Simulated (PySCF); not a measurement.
A GIAO shielding run with PySCF (density fitting, non-relativistic, gas phase) on `InChI=1S/C5H10SSi2/c1-2-5-3-7-8-4-6-5/h1,5H,3-4,7-8H2/t5-/m0/s1`:

```
$ OMP_NUM_THREADS=1 python probes_run.py task.json out

{"job": {"kind": "nmr", "xc": "PBE0", "basis": "pcSseg-1"}, "charge": 0, "multiplicity": 1}
C      2.107144     0.041489     1.750389
C      1.709597     0.446206     0.694956
C      1.159589     0.939167    -0.540220
C      0.844554    -0.178965    -1.534193
Si    -0.284620    -1.556274    -0.832100
Si    -2.029096    -0.473690     0.236484
C     -1.254318     1.080075     1.035352
S     -0.300311     2.032332    -0.194472
H      2.496484    -0.314104     2.657347
H      1.863238     1.651510    -0.988484
H      0.377401     0.274897    -2.410386
H      1.793100    -0.605299    -1.870007
H      0.538520    -2.400174     0.045636
H     -0.680158    -2.388488    -1.976217
H     -3.078641     0.025271    -0.661100
H     -2.685405    -1.211876     1.323344
H     -2.003821     1.785376     1.388685
H     -0.582017     0.858864     1.863328
```

Hardware: 1 thread of an Arm Neoverse N1, shared host. The job also computes population analyses, field gradients, ring-centre shieldings.

(1) How large is the calculation?

(2) How long does it take, and how much memory does it need?

Results:

(1) 84 electrons, 207 basis functions and 1142 auxiliary functions.

(2) 71 s of wall time, with 14 SCF cycles and 5 response iterations; peak memory 1 GiB. Times on a shared host scatter by some tens of per cent.
